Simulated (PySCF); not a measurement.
C4H8ClF, SMILES CC(C)[C@H](F)Cl. Geometry: PBE-D3(BJ)/def2-SVP. The values are those of a single conformer.

### Question
Give the equilibrium geometry at PBE-D3(BJ)/def2-SVP (PySCF confirms it by a frequency run) as Cartesian coordinates in Å. (Estimate from the structure and the level; the computed values follow.)

### Answer
One answer among several that fit: 
```xyz
14

C     -0.4182     1.9428    -0.6385
C     -0.1526     0.4807    -1.0062
C     -1.4389    -0.3300    -1.1874
C      0.8062    -0.1793    -0.0168
F      1.1207    -1.4465    -0.4293
Cl     0.1031    -0.2750     1.6560
H     -0.9639     2.0096     0.3241
H      0.5230     2.5214    -0.5371
H     -1.0335     2.4318    -1.4192
H      0.4151     0.4564    -1.9654
H     -2.0645     0.1093    -1.9892
H     -2.0302    -0.3369    -0.2497
H     -1.2117    -1.3792    -1.4576
H      1.7484     0.3969     0.0992
```
